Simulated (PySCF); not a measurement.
## Relaxation of triplet OsF₄

Method: UPBE0/[Os def2-SVP with ECP60, F def2-SVP], scalar-relativistic core potentials, density fitting, no spin–orbit coupling, PySCF. A (50,194) grid was used.

A hand-made see-saw start, of C2v symmetry, held to at least that symmetry:

Coordinates in bohr (charge 0 multiplicity 3):
```
Os    0.0000    0.0000   -0.3635
F     0.0000    3.6334   -0.0456
F     0.0000   -3.6334   -0.0456
F     2.8741    0.0000    1.8819
F    -2.8741    0.0000    1.8819
```

Optimiser trace:
| step | E − E(last) (kJ/mol) | largest gradient (Eh/bohr) |
| --- | --- | --- |
| 0 | 116.36 | 0.10851 |
| 1 | 39.11 | 0.02895 |
| 2 | 11.29 | 0.02127 |
| 3 | 3.87 | 0.00952 |
| 4 | 1.60 | 0.00462 |
| 5 | 0.37 | 0.00407 |
| 6 | 0.04 | 0.00119 |
| 7 | 0.00 | 0.00041 |
| 8 | 0.00 | 0.00007 |

It ends at C2v with Os–F 1.814 Å (×2), Os–F 1.864 Å (×2); F–Os–F 91.2° (×4), F–Os–F 146.7°, F–Os–F 171.8° (after a last refinement on a finer grid). A frequency run shows 1 imaginary mode, down to 242i cm⁻¹, so it is a saddle point.

Final geometry:
```xyz
5
charge 0 multiplicity 3, angstrom
Os    0.0000    0.0000   -0.0556
F     0.0000    1.8594   -0.1886
F     0.0000   -1.8594   -0.1886
F     1.7379    0.0000    0.4637
F    -1.7379    0.0000    0.4637
```

Open d and f shells are described by one determinant, and the ground state may have another occupation or spin. At this level a quintet minimum of D4h symmetry lies 57 kJ/mol below this structure. No spin–orbit coupling is included, which matters more the heavier the element.
